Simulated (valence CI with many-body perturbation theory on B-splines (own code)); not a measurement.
# Which ion has this spectrum?

A relativistic CI+MBPT calculation for an atom or ion with 51 electrons gives these levels (cm⁻¹):

```csv
J,Parity,E,g
5/2,odd,0.0,0.49
7/2,odd,19878,0.88
5/2,odd,32834,1.06
3/2,odd,34954,0.93
9/2,odd,35347,1.06
1/2,odd,37868,-0.47
11/2,odd,46643,1.15
7/2,odd,49567,1.28
13/2,odd,54514,1.17
15/2,odd,54747,1.09
9/2,odd,63073,1.34
5/2,odd,68030,1.00
15/2,odd,73623,1.07
11/2,odd,74653,1.31
```

The energies are calculated, and their last digits are not significant.

Q: Which is it?
A. Tl30+
B. Ir26+
C. Hg29+
D. Au28+

A: D. Au28+, ground level 4f5 6H°_5/2.
